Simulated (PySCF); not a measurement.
KF, SMILES [K][F]. Geometry optimised at PBE0-D3(BJ)/def2-TZVPD.

Computed with PBE0-D3(BJ)/def2-TZVPD in PySCF 2.14.0.

Harmonic wavenumbers (cm⁻¹): 414. Rotational constants (GHz): 8.157 (linear); symmetry number 1.

Q: Work out the zero-point energy and the ideal-gas rigid-rotor harmonic-oscillator thermochemistry at 298.15 K and 1 atm.

A: ZPE = ½ Σ hcν = ½ × 414 cm⁻¹ = 0.59 kcal/mol. H − E(el) = 2.85 kcal/mol. Entropy in cal/(mol K): translation 38.10, rotation 15.17, vibration 0.91, total 54.18. G − E(el) = -13.30 kcal/mol. Cp = 8.39 cal/(mol K).
